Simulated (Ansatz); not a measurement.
C3H5ClSi, SMILES `ClCC1=C[SiH2]1`. The species carries charge 0 and has multiplicity 1.

```
atom    x (Å)    y (Å)    z (Å)
 Cl1   1.9741   1.3835   1.2049
  C2   1.2593   0.8352  -0.3377
  C3   0.0743  -0.0127  -0.1149
  C4  -0.4115  -1.1518  -0.6045
 Si5  -1.5045  -0.4481   0.6541
  H6   0.9839   1.7359  -0.8881
  H7   2.0432   0.3086  -0.8832
  H8  -0.0901  -1.8768  -1.3431
  H9  -2.7678   0.2373   0.2896
 H10  -1.5610  -1.0113   2.0229
```

What are the harmonic wavenumbers in cm⁻¹ at PBE0-D4/def2-TZVP (Ansatz, finite differences of forces, unscaled)? (Estimate.)

Computed: 54, 125, 281, 413, 577, 601, 655, 662, 755, 780, 836, 933, 968, 1026, 1118, 1219, 1278, 1459, 1662, 2234, 2247, 3082, 3139, 3202.

Is this a minimum?

Yes, all 24 modes are real.

Give the ideal-gas thermochemistry at 298.15 K and 1 bar (rigid rotor, harmonic oscillator; point group C1, symmetry number 1).

Zero-point energy 175.3 kJ/mol; H(298) − E = 193.8 kJ/mol; entropy 335.2 J/(mol·K), of which translation 166.9, rotation 114.4, vibration 53.9; G(298) − E = 93.9 kJ/mol. Modes under 100 cm⁻¹ are hindered rotations or soft bends, so the harmonic entropy is rough.

Rotational constants (cm⁻¹)?

0.2582, 0.05254, 0.04605.
